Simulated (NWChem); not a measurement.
System: HSe anion

Parts of the log:

```
             Northwest Computational Chemistry Package (NWChem) 7.3.0
             --------------------------------------------------------

 ORDER OF PRIMARY AXIS IS BEING SET TO 4
 C4V symmetry detected

                             Geometry "geometry" -> ""
                             -------------------------

 Output coordinates in angstroms (scale by  1.889725989 to convert to a.u.)

  No.       Tag          Charge          X              Y              Z
 ---- ---------------- ---------- -------------- -------------- --------------
    1 Se                  34.0000     0.00000000     0.00000000    -0.04237634
    2 H                    1.0000     0.00000000     0.00000000     1.44079566

 Effective nuclear repulsion energy (a.u.)      12.1307754367

      Symmetry information
      --------------------

 Group name             C4v
 Group number             18
 Group order               8
 No. of unique centers     2

  xc_inp: hfexch multiplicative factor not found.

                                 NWChem DFT Module
                                 -----------------

 Summary of "ao basis" -> "ao basis" (spherical)
 ------------------------------------------------------------------------------
       Tag                 Description            Shells   Functions and Types
 ---------------- ------------------------------  ------  ---------------------
 Se                         cc-pvdz                 11       27   5s4p2d
 H                          cc-pvdz                  3        5   2s1p

      Symmetry analysis of basis
      --------------------------

        a1         14
        a2          0
        b1          2
        b2          2
        e          14

            General Information
            -------------------
          SCF calculation type: DFT
          Wavefunction type:  closed shell.
          No. of atoms     :     2
          No. of electrons :    36
           Alpha electrons :    18
            Beta electrons :    18
          Charge           :    -1
          Spin multiplicity:     1
          Use of symmetry is: on ; symmetry adaption is: on
          Maximum number of iterations: 150
          AO basis - number of functions:    32
                     number of shells:    14
          Convergence on energy requested:  1.00D-06
          Convergence on density requested:  1.00D-05
          Convergence on gradient requested:  5.00D-04

              XC Information
              --------------
                     Hartree-Fock (Exact) Exchange  1.000

      Superposition of Atomic Density Guess
      -------------------------------------

 Sum of atomic energies:       -2400.27860992

 Renormalizing density from      35.00 to     36

      Non-variational initial energy
      ------------------------------

 Total energy =   -2441.073430
 1-e energy   =   -3463.151187
 2-e energy   =    1009.946981
 HOMO         =       0.171384
 LUMO         =       0.421361

      Symmetry analysis of molecular orbitals - initial
      -------------------------------------------------

 !! scf_movecs_sym_adapt:    4 vectors were symmetry contaminated

  Symmetry fudging

 !! scf_movecs_sym_adapt:    4 vectors were symmetry contaminated

  Numbering of irreducible representations:

     1 a1          2 a2          3 b1          4 b2          5 e

  Orbital symmetries:

     1 a1          2 a1          3 a1          4 e           5 e
     6 a1          7 a1          8 e           9 e          10 a1
    11 e          12 e          13 b1         14 b2         15 a1
    16 a1         17 e          18 e          19 a1         20 a1
    21 a1         22 e          23 e          24 e          25 e
    26 a1         27 b1         28 b2

     ---------------------------------------------
      Total Density - Mulliken Population Analysis
     ---------------------------------------------

    Atom       Charge   Shell Charges
 -----------   ------   -------------------------------------------------------
    1 Se  34    34.84   2.00  2.00  2.04  0.51  1.34  6.00  6.04  1.09  3.81  9.74  0.27
    2 H    1     1.16   0.64  0.50  0.02

 !! scf_movecs_sym_adapt:    4 vectors were symmetry contaminated

  Symmetry fudging

 !! scf_movecs_sym_adapt:    4 vectors were symmetry contaminated

   convergence    iter        energy       DeltaE   RMS-Dens  Diis-err
 ---------------- ----- ----------------- --------- --------- ---------
 d= 0,ls=0.0,diis     1  -2399.9964325435 -2.41D+03  5.63D-02  6.61D+00

 !! scf_movecs_sym_adapt:    4 vectors were symmetry contaminated

  Symmetry fudging

 !! scf_movecs_sym_adapt:    2 vectors were symmetry contaminated

 d= 0,ls=0.0,diis     2  -2400.3645470123 -3.68D-01  1.58D-02  3.74D-01

 !! scf_movecs_sym_adapt:    4 vectors were symmetry contaminated

  Symmetry fudging

 !! scf_movecs_sym_adapt:    4 vectors were symmetry contaminated

 d= 0,ls=0.0,diis     3  -2400.4032895260 -3.87D-02  9.92D-04  1.75D-03

 !! scf_movecs_sym_adapt:    4 vectors were symmetry contaminated

  Symmetry fudging

 !! scf_movecs_sym_adapt:    2 vectors were symmetry contaminated

 d= 0,ls=0.0,diis     4  -2400.4035433931 -2.54D-04  3.01D-04  5.53D-05

 !! scf_movecs_sym_adapt:    4 vectors were symmetry contaminated

  Symmetry fudging

 !! scf_movecs_sym_adapt:    4 vectors were symmetry contaminated

 d= 0,ls=0.0,diis     5  -2400.4035613382 -1.79D-05  1.05D-04  5.64D-06

 !! scf_movecs_sym_adapt:    4 vectors were symmetry contaminated

  Symmetry fudging

 !! scf_movecs_sym_adapt:    2 vectors were symmetry contaminated

  Resetting Diis
 d= 0,ls=0.0,diis     6  -2400.4035632367 -1.90D-06  3.22D-05  1.61D-07

 !! scf_movecs_sym_adapt:    4 vectors were symmetry contaminated

  Symmetry fudging

 !! scf_movecs_sym_adapt:    2 vectors were symmetry contaminated

 d= 0,ls=0.0,diis     7  -2400.4035633098 -7.31D-08  3.00D-06  3.03D-09

         Total DFT energy =    -2400.403563309843
      One electron energy =    -3379.267745832097
           Coulomb energy =     1052.772347443897
    Exchange-Corr. energy =      -86.038940358335
 Nuclear repulsion energy =       12.130775436692

 Numeric. integr. density =        0.000000000000

                  Occupations of the irreducible representations
                  ----------------------------------------------

                     irrep           alpha         beta
                     --------     --------     --------
                     a1                8.0          8.0
                     a2                0.0          0.0
                     b1                1.0          1.0
                     b2                1.0          1.0
                     e                 8.0          8.0

                       DFT Final Molecular Orbital Analysis
                       ------------------------------------

 Vector   16  Occ=2.000000D+00  E=-2.118862D-01  Symmetry=a1
              MO Center=  5.0D-17, -2.0D-16,  3.5D-01, r^2= 2.0D+00
   Bfn.  Coefficient  Atom+Function         Bfn.  Coefficient  Atom+Function
  ----- ------------  ---------------      ----- ------------  ---------------
     5      0.407107  1 Se s                 28     -0.365602  2 H  s
    14     -0.336370  1 Se pz                29     -0.282441  2 H  s
    17     -0.275662  1 Se pz                 4      0.149842  1 Se s
    25     -0.050767  1 Se d  0              20      0.039748  1 Se d  0
     3     -0.039502  1 Se s

 Vector   17  Occ=2.000000D+00  E=-5.731684D-02  Symmetry=e
              MO Center=  1.2D-17, -7.0D-17, -2.5D-02, r^2= 1.9D+00
   Bfn.  Coefficient  Atom+Function         Bfn.  Coefficient  Atom+Function
  ----- ------------  ---------------      ----- ------------  ---------------
    15      0.515358  1 Se px                16     -0.404588  1 Se py
    12      0.348945  1 Se px                13     -0.273944  1 Se py

 Vector   18  Occ=2.000000D+00  E=-5.731684D-02  Symmetry=e
              MO Center=  2.7D-18, -1.4D-17, -2.5D-02, r^2= 1.9D+00
   Bfn.  Coefficient  Atom+Function         Bfn.  Coefficient  Atom+Function
  ----- ------------  ---------------      ----- ------------  ---------------
    16      0.515358  1 Se py                15      0.404588  1 Se px
    13      0.348945  1 Se py                12      0.273944  1 Se px

 Vector   19  Occ=0.000000D+00  E= 3.928618D-01  Symmetry=a1
              MO Center= -1.1D-16,  1.3D-16,  8.5D-01, r^2= 3.7D+00
   Bfn.  Coefficient  Atom+Function         Bfn.  Coefficient  Atom+Function
  ----- ------------  ---------------      ----- ------------  ---------------
    29      1.674026  2 H  s                 17     -1.203525  1 Se pz
     5     -1.000783  1 Se s                 14     -0.204213  1 Se pz
    28      0.115510  2 H  s                  3      0.096964  1 Se s
     4     -0.060711  1 Se s                 20     -0.036728  1 Se d  0
    11      0.035026  1 Se pz                 2      0.027481  1 Se s

 Vector   20  Occ=0.000000D+00  E= 7.269675D-01  Symmetry=a1
              MO Center=  1.4D-17, -1.1D-17,  9.5D-01, r^2= 2.6D+00
   Bfn.  Coefficient  Atom+Function         Bfn.  Coefficient  Atom+Function
  ----- ------------  ---------------      ----- ------------  ---------------
    29     -0.900933  2 H  s                 28      0.865718  2 H  s
    25      0.427157  1 Se d  0              17     -0.423578  1 Se pz
     4      0.299892  1 Se s                 14      0.272638  1 Se pz
     3      0.214266  1 Se s                 20     -0.138446  1 Se d  0
     5     -0.109996  1 Se s                 11      0.098116  1 Se pz

 Vector   21  Occ=0.000000D+00  E= 8.728839D-01  Symmetry=a1
              MO Center= -5.5D-16, -1.7D-16, -5.5D-01, r^2= 2.3D+00
   Bfn.  Coefficient  Atom+Function         Bfn.  Coefficient  Atom+Function
  ----- ------------  ---------------      ----- ------------  ---------------
     5      1.935588  1 Se s                  4     -1.722695  1 Se s
     3     -1.124026  1 Se s                 14      0.663350  1 Se pz
    17     -0.405618  1 Se pz                29     -0.384505  2 H  s
     2     -0.275796  1 Se s                 11      0.153594  1 Se pz
    25     -0.085878  1 Se d  0               1     -0.040464  1 Se s

     ---------------------------------------------
      Total Density - Mulliken Population Analysis
     ---------------------------------------------

    Atom       Charge   Shell Charges
 -----------   ------   -------------------------------------------------------
    1 Se  34    34.89   2.00  2.00  2.01  0.88  1.02  6.00  6.00  2.03  2.92  9.96  0.06
    2 H    1     1.11   0.69  0.39  0.03

     -------------------------------------------
      Total Density - Lowdin Population Analysis
     -------------------------------------------

    Atom       Charge   Shell Charges
 -----------   ------   -------------------------------------------------------
    1 Se  34    34.87   2.00  1.99  1.80  1.01  1.00  6.00  5.92  2.17  2.95  9.80  0.24
    2 H    1     1.13   0.61  0.45  0.07

     Multipole analysis of the density
     ---------------------------------

     L   x y z        total         alpha         beta         nuclear
     -   - - -        -----         -----         ----         -------
     0   0 0 0     -1.000000    -18.000000    -18.000000     35.000000

     1   1 0 0      0.000000      0.000000      0.000000      0.000000
     1   0 1 0      0.000000      0.000000      0.000000      0.000000
     1   0 0 1      0.066087      0.033043      0.033043     -0.000000

     2   2 0 0    -18.385913     -9.192957     -9.192957      0.000000
     2   1 1 0      0.000000      0.000000      0.000000      0.000000
     2   1 0 1      0.000000      0.000000      0.000000      0.000000
     2   0 2 0    -18.385913     -9.192957     -9.192957      0.000000
     2   0 1 1      0.000000      0.000000      0.000000      0.000000
     2   0 0 2    -15.934413    -11.782795    -11.782795      7.631178
```

Level: Hartree-Fock/cc-pVDZ. Sets without diffuse functions describe the anion's extra electron poorly. All runs use the structure optimised with B3LYP/def2-SVPD.

Question: Which NWChem input produces such a log?

Answer: One answer among several that fit: the input that was run:
```
start job
memory heap 200 mb stack 900 mb global 1100 mb
charge -1
geometry units angstroms noautoz
  Se     0.000000     0.000000    -0.093294
  H      0.000000     0.000000     1.389878
end
basis spherical
  * library cc-pvdz
end
dft
  xc hfexch
  iterations 150
  mulliken
end
task dft energy
```
